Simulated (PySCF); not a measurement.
**Worked example: entropy of an ideal gas**

H4Pb, SMILES [PbH4].

Geometry optimised at PBE-D3(BJ)/def2-TZVPD. The def2 effective core potentials stand for the cores of Pb; spin–orbit coupling is left out.

PBE-D3(BJ)/def2-TZVPD run with PySCF gives the harmonic wavenumbers 585, 585, 585, 659, 659, 1765, 1803, 1803, 1803 cm⁻¹ and the rotational temperatures 2.8864, 2.8864, 2.8864 K. The molar mass is 211.23 g/mol, the symmetry number 12, the spin multiplicity 1.

Work out the entropy at 298.15 K and 1 atm in the rigid-rotor, harmonic-oscillator model.


Translation (Sackur–Tetrode at 1 atm): S = R[1.5 ln M + 2.5 ln T − 1.16487] = 175.5 J/(mol K).
Rotation: q = (√π/σ) T^1.5/√(θA θB θC) = 155, S = R[ln q + 3/2] = 54.4 J/(mol K).
Vibration: with u = 1.4388 ν/T, each mode gives R[u/(e^u − 1) − ln(1 − e^−u)]:
```
ν (cm⁻¹)  modes     u  S (J/(mol K))
--------  -----  ----  -------------
585           3  2.82           5.98
659           2  3.18           3.00
1765          1  8.52           0.02
1803          3  8.70           0.04
```
These are all the modes. Sum 9.0 J/(mol K).
Spin: R ln 1 = 0.0 J/(mol K).
Total 238.9 J/(mol K); the program's own thermochemistry gives 238.9. Translation makes up 73 % and vibration 4 %. Anharmonicity, hindered rotation and orbital degeneracy are left out.
